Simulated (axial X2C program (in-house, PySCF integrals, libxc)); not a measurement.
# Working with the constants of AuSe

A bond curve at the PBE0 level, with spin–orbit coupling, was computed with an axial X2C code built on PySCF integrals (basis Au dyall-v3z [13s14p9d6f2g], Se dyall-v3z [8s9p6d1f] (cores contracted in-house)) for the state Ω = 3/2 (⟨Sz⟩ = 0.50, ⟨Lz⟩ = 1.00 at PBE0). Its fit gives Re = 2.2953 Å, ωe = 264.3 cm⁻¹, ωexe = 0.71 cm⁻¹ and αe = 1.967e-04 cm⁻¹; the masses are 196.9666 and 79.9165 u. Two-component means X2C with spin–orbit coupling and atomic mean-field Coulomb and Gaunt terms.

Find the reduced mass, Be and the force constant.

From the PBE0 values: μ = 56.8503 u. Be = 16.8576/(μ Re²) = 0.05628 cm⁻¹. k = 5.8918×10⁻⁷ μ ωe² = 2.34 mdyn/Å.

Where do the fundamental and the first overtone lie?

ν(1←0) = ωe − 2ωexe = 262.9 cm⁻¹; ν(2←0) = 2ωe − 6ωexe = 524.3 cm⁻¹.

A Morse curve ties αe to the other constants (Pekeris). How well does that hold?

αe(Morse) = 6Be²/ωe × (√(ωexe/Be) − 1) = 1.835e-04 cm⁻¹; the PBE0 curve gives 1.967e-04 cm⁻¹, a ratio of 0.93.

Estimate De from a Morse curve and compare with the computed well depth of 2.522 eV to Au + Se.

De(Morse) = ωe²/(4ωexe) = 3.050 eV against 2.522 eV computed, a ratio of 1.21. The extrapolation overshoots: the well softens faster than a Morse curve, or the lowest atomic limit lies below the one to which the curve heads.

The dipole moment p changes by 0.25 D/Å at Re. What harmonic infrared intensity follows?

I = 42.256 × (dp/dR)²/μ = 0.046 km/mol.

The state is one determinant whose occupation by symmetry is held fixed; it was picked as the lowest of a PBE0 search that is not exhaustive. Dissociation energies refer to the lowest single-determinant-based atoms at the same level and basis. Density functionals use the spin component along the axis (collinear). Without a current term, density functionals place determinants with orbital angular momentum somewhat too high.
